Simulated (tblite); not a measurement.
Compound: C₆H₅O₃ (doublet state).
Structure used (GFN2-xTB), in Å, numbered top down from 1:
```
atom  x, y, z in Å
C1     2.468   -0.084   -0.026
O2     1.339    0.766   -0.060
C3     0.143    0.146   -0.017
O4     0.045   -1.200    0.061
C5    -1.277   -1.495    0.097
C6    -2.038   -0.380    0.047
C7    -1.131    0.747   -0.051
C8    -1.448    2.057    0.035
O9    -1.753    3.154   -0.267
H10    2.491   -0.667    0.899
H11    3.333    0.573   -0.075
H12    2.469   -0.769   -0.879
H13   -1.536   -2.533    0.155
H14   -3.106   -0.316    0.058
```

Calculated harmonic vibrations of the isolated species, GFN2-xTB (tblite), most abundant isotopes, no scaling. This tight-binding method is rough: wavenumbers can miss measured ones by several per cent, in bad cases by 10 to 20. One conformer, not necessarily the lowest. Open shells enter through the occupations alone, without spin polarisation, and single modes of such species can be off by tens of per cent.

Harmonic wavenumbers (cm⁻¹): 47.3, 84.0, 134.0, 145.8, 204.0, 207.1, 256.4, 360.6, 472.0, 511.8, 546.6, 561.3, 714.6, 737.3, 781.8, 853.1, 1015.4, 1046.1, 1076.0, 1120.0, 1138.7, 1152.4, 1220.4, 1250.6, 1338.2, 1395.7, 1451.9, 1466.4, 1476.2, 1547.1, 2124.1, 2946.6, 2962.7, 3041.9, 3176.3, 3197.6.

A = 2437, B = 1465, C = 921.5 MHz; mass 125.024 u (most abundant isotopes); point group C1, symmetry number 1; spin multiplicity 2.

**Question.** Zero-point energy?

**Answer.** Half the sum of the wavenumbers: 20881 cm⁻¹ = 249.79 kJ/mol.

**Question.** Entropy at 350 K, 1 bar (ideal gas, RRHO, classical rotation)?

**Answer.** Translation 172.41, rotation 123.21, vibration 123.64, spin (R ln 2) 5.76: S = 425.0 J/(mol K).

**Question.** And Cp and H(350 K) − H(0)?

**Answer.** Cp = 153.59 J/(mol K), of which vibrations give 120.33 (their classical limit is 36 R = 299.3); H(350 K) − H(0) = 33.95 kJ/mol without the zero-point energy, 22.31 from vibrations.

**Question.** How do the functions run with temperature in this model?

**Answer.** 
```tsv
T (K)	S (J/(mol K))	Cp (J/(mol K))	H − H(0) (kJ/mol)	G − H(0) (kJ/mol)	ln q(vib)
100	291.2	74.4	5.24	-23.88	1.49
200	353.1	107.2	14.36	-56.27	3.83
300	402.5	138.5	26.65	-94.12	6.10
500	486.7	192.7	60.06	-183.29	10.41
800	589.4	243.2	126.21	-345.31	16.36
1000	646.1	264.0	177.06	-468.99	19.96
```

q(vib) and H(0) count from the zero-point level.

**Question.** Which modes carry the vibrational entropy at 350 K?

**Answer.** 47.3 cm⁻¹: 21.94; 84.0 cm⁻¹: 17.20; 134.0 cm⁻¹: 13.38; 145.8 cm⁻¹: 12.69; 204.0 cm⁻¹: 10.02; 207.1 cm⁻¹: 9.90 J/(mol K); the other 30 give 38.52 together.

Hindered rotation and anharmonicity are outside this model. Other conformers, if any are populated, would add a mixing term that is left out.

Time: 0.32 s of wall time. Hardware: an Arm Neoverse V2 with one thread (shared host). The figure is for the frequency step alone.
